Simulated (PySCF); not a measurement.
H2F3GeN, SMILES [NH2][Ge]([F])([F])[F], B3LYP/def2-SVP optimised geometry.

```
7

N      0.97    -0.35     0.00
Ge    -0.82    -0.35     0.00
F     -1.41     1.26     0.00
F     -1.41    -1.17     1.39
F     -1.61    -1.11    -1.33
H      1.41     0.18    -0.75
H      1.41    -1.26     0.11
```

Density from B3LYP/def2-TZVP in PySCF at that geometry.

Minimum of the electron density along straight lines between bonded atoms, close to the bond critical point (lines longer than 1.1 times the sum of covalent radii, or with two minima, are not listed):

```json
[
 {"bond": "N1–Ge2", "length / Å": "1.791", "ρ at the minimum / e bohr⁻³": "0.156", "∇²ρ there / e bohr⁻⁵": "___", "position (fraction from the first atom)": "0.53"},
 {"bond": "Ge2–F3", "length / Å": "1.718", "ρ at the minimum / e bohr⁻³": "0.150", "∇²ρ there / e bohr⁻⁵": "0.86", "position (fraction from the first atom)": "0.48"},
 {"bond": "Ge2–F4", "length / Å": "1.718", "ρ at the minimum / e bohr⁻³": "0.150", "∇²ρ there / e bohr⁻⁵": "0.86", "position (fraction from the first atom)": "0.48"},
 {"bond": "Ge2–F5", "length / Å": "1.726", "ρ at the minimum / e bohr⁻³": "0.147", "∇²ρ there / e bohr⁻⁵": "0.83", "position (fraction from the first atom)": "0.48"},
 {"bond": "N1–H6", "length / Å": "1.018", "ρ at the minimum / e bohr⁻³": "0.329", "∇²ρ there / e bohr⁻⁵": "-1.60", "position (fraction from the first atom)": "0.74"},
 {"bond": "N1–H7", "length / Å": "1.018", "ρ at the minimum / e bohr⁻³": "0.329", "∇²ρ there / e bohr⁻⁵": "-1.60", "position (fraction from the first atom)": "0.74"}
]
```

Problem. Some entries are withheld; supply them.

Solution. 
- N1–Ge2, ∇²ρ there / e bohr⁻⁵: 0.46
